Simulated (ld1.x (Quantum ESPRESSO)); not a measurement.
## Er (Z = 68), TM: configuration errors across variants

- Element: erbium (Er)
- Generator: ld1.x (Quantum ESPRESSO) 7.5
- Type: norm-conserving Troullier–Martins (Kleinman–Bylander form)
- Functional: PBE
- Relativity: scalar-relativistic
- Frozen core: [Kr] 4d10 4f11
- Valence charge: 11
- Reference configuration: 5s2 5p6 5d1 6s1 6p0 (charge +1)
- Partial waves: 5s (bound): rc 1.40 bohr; 5d (bound): rc 1.95 bohr; 5p (bound): rc 1.60 bohr
- Local potential: the p channel
- Core correction: none

Occupied shells without a wave of their own: 6s. They enter only through the test configuration that unscreens the potential.

All-electron excitation energies from the reference (eV): (1) 5s2 5p6 5d1 6s2 6p0 -7.044; (2) 5s2 5p6 5d1 6s0 6p0 12.765; (3) 5s2 5p6 5d0 6s0 6p0 32.719; (4) 5s2 5p6 5d0 6s2 6p0 -1.426; (5) 5s2 5p6 5d0 6s2 6p1 -5.707; (6) 5s2 5p6 5d2 6s0 6p0 1.893; (7) 5s2 5p6 5d1.5 6s1.5 6p0 -5.844.

For the base: The 6s level has no wave, so the channel is fitted at the deeper level alone: the likely source of the large errors.

1 further variants failed, have other tests or too few solved ones, and are left out.

A true bound ghost makes a file unfit for plane-wave use even where its test errors are small: the radial tests pick states by their node count and pass the ghost by.

The file “base” misses its own reference levels by 0.9 eV. The file “all radii scaled by about 1.21 (s 1.70, p 1.94, d 2.36 bohr)” misses its own reference levels by 0.3 eV.

Errors AE − PS in meV (a dash: test not solved or not reliable):

```tsv
change	(1)	(2)	(3)	(4)	(5)	(6)	(7)	bound ghosts
base	+653	-1130	-1711	+1001	+896	-733	+312	none
all radii scaled by about 0.81 (s 1.14, p 1.30, d 1.58 bohr)	+120	-178	-302	+170	+173	-130	+55	none
all radii scaled by about 0.91 (s 1.26, p 1.46, d 1.76 bohr)	+164	-256	-414	+238	+233	-180	+76	none
all radii scaled by about 1.21 (s 1.70, p 1.94, d 2.36 bohr)	-257	+460	+604	-395	-264	+301	-124	s
all radii scaled by about 1.38 (s 1.94, p 2.20, d 2.70 bohr)	+35	-25	-58	+35	+154	-35	+14	none
```

(1) Give the same row for: all radii scaled by about 1.05 (s 1.46, p 1.68, d 2.04 bohr).

Results:

(1) –, -110, +7273, +4574, –, –, –; bound ghosts: not determined. Not counted: 5s2 5p6 5d2 6s0 6p0 (pseudo-atom not self-consistent, printed error -848 eV); 5s2 5p6 5d1 6s2 6p0 (pseudo-atom not self-consistent, printed error +33.8 eV); 2 more.
